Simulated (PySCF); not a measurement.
Question: Give a PBE0-D3(BJ)/def2-SVP geometry of [ReH9]2-, `[H][Re-2]([H])([H])([H])([H])([H])([H])([H])[H]`. (Charge -2 and singlet state.)

Answer: 
```xyz
10
ReH9 angstrom
Re    -0.001    0.000    0.000
H      0.873    1.444    0.008
H     -1.689    0.040   -0.004
H      0.811   -1.478   -0.004
H      1.214   -0.025    1.223
H      1.218   -0.026   -1.219
H     -0.586    1.063    1.227
H     -0.582    1.066   -1.225
H     -0.633   -1.044    1.220
H     -0.626   -1.041   -1.226
```

Orientation and origin are arbitrary. Atoms count from 1 in this order. Re1 (rhenium bonded to 9 H) has angles from 69.1° to 138.9°.

Method: PySCF 2.14.0, PBE0-D3(BJ)/def2-SVP geometry optimisation, gas phase, def2 core potentials past Kr.

Point group: D3h (tolerance 0.08 Å). Not checked by PBE0-D3(BJ)/def2-SVP frequencies. Whether so highly charged an anion holds all its electrons in the gas phase wasn't checked; a finite basis holds them in any case. The ion is multiply charged and computed without counter-ions or solvent. The geometry's basis has no diffuse functions, a weakness for an anion.

Time: 49 s of wall time. Hardware: x86-64 server, one thread, no GPU, shared host. This is the geometry optimisation.
